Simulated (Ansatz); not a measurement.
Relaxation of AlCl₂H₃O (7 atoms, charge 0, multiplicity 1), to a largest force component of 0.03 eV/Å in at most 50 steps.

All numbers below come from RKS B3LYP/def2-SVP (Ansatz 0.2.0).

```xyz
7
Properties=species:S:1:pos:R:3
Al 0.053 0.332 -0.035
Cl -0.108 0.393 2.157
H 1.442 0.476 -0.729
Cl -1.761 0.416 -1.097
O -0.115 -2.529 0.701
H -1.009 -2.837 0.491
H -0.209 -2.115 1.593
```

**Question.** Where does it end, and by what steps?

**Answer.** The run converged. After 8 steps the energy has fallen by 0.799 eV; H6 moved furthest, 0.57 Å. Joined: Al1–O5 (2.96 → 1.99 Å).

```json
{"step": "0", "energy less start (eV)": "0.0000", "largest force component (eV/Å)": "1.058", "accepted": "yes"}
{"step": "1", "energy less start (eV)": "-0.1893", "largest force component (eV/Å)": "1.164", "accepted": "yes"}
{"step": "2", "energy less start (eV)": "-0.4666", "largest force component (eV/Å)": "1.317", "accepted": "yes"}
{"step": "3", "energy less start (eV)": "-0.6846", "largest force component (eV/Å)": "1.030", "accepted": "yes"}
{"step": "4", "energy less start (eV)": "-0.7607", "largest force component (eV/Å)": "0.460", "accepted": "yes"}
{"step": "5", "energy less start (eV)": "-0.7839", "largest force component (eV/Å)": "0.225", "accepted": "yes"}
{"step": "6", "energy less start (eV)": "-0.7932", "largest force component (eV/Å)": "0.146", "accepted": "yes"}
{"step": "7", "energy less start (eV)": "-0.7961", "largest force component (eV/Å)": "0.100", "accepted": "yes"}
{"step": "8", "energy less start (eV)": "-0.7987", "largest force component (eV/Å)": "0.025", "accepted": "yes"}
```

```xyz
7
Properties=species:S:1:pos:R:3
Al 0.039 -0.073 0.158
Cl -0.076 0.538 2.214
H 1.384 0.149 -0.616
Cl -1.798 0.029 -0.948
O -0.119 -2.015 0.571
H -0.931 -2.369 0.166
H -0.206 -2.121 1.536
```

Whether the end is a true minimum wasn't checked by a vibrational analysis.

The run took 28 s on 1 thread of Intel(R) Xeon(R) Platinum 8488C (Sapphire Rapids), with other jobs on the host, peak memory 0.18 GiB.
